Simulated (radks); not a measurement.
Effect of the nuclear size on the zinc ion Zn2+, [Ar] 3d10. Method: Dirac Kohn-Sham, relativistic LDA (MacDonald-Vosko exchange, VWN5 correlation), spin-unpolarised, spherical densities, finite nucleus; Fermi nuclear charge, rms radius 3.9283 fm; computed with a radial shooting solver on a logarithmic mesh with Libxc functionals. The rms radius is varied about that value; shifts are against it.

| rms radius (fm) | total energy shift (eV) | density at nucleus (e/bohr^3) | 1s1/2 shift (meV) | 2s1/2 shift (meV) | 3s1/2 shift (meV) |
|---|---|---|---|---|---|
| 3.2958 | -0.0688 | 2.507e+04 | -29.2 | -2.80 | -0.424 |
| 3.559 | -0.0415 | 2.496e+04 | -17.6 | -1.69 | -0.256 |
| 3.9283 | 0 | 2.482e+04 | 0.000 | 0.000 | 0.000 |
| 4.2426 | 0.0384 | 2.471e+04 | 16.3 | 1.56 | 0.237 |
| 4.4076 | 0.0597 | 2.466e+04 | 25.3 | 2.43 | 0.368 |

Slopes of the eigenvalues against <r^2> in GHz/fm^2, as finite differences over the two radii next to the reference (eigenvalue slopes, not the field-shift constants of lines): 1s1/2 1540, 2s1/2 147, 3s1/2 22.4.
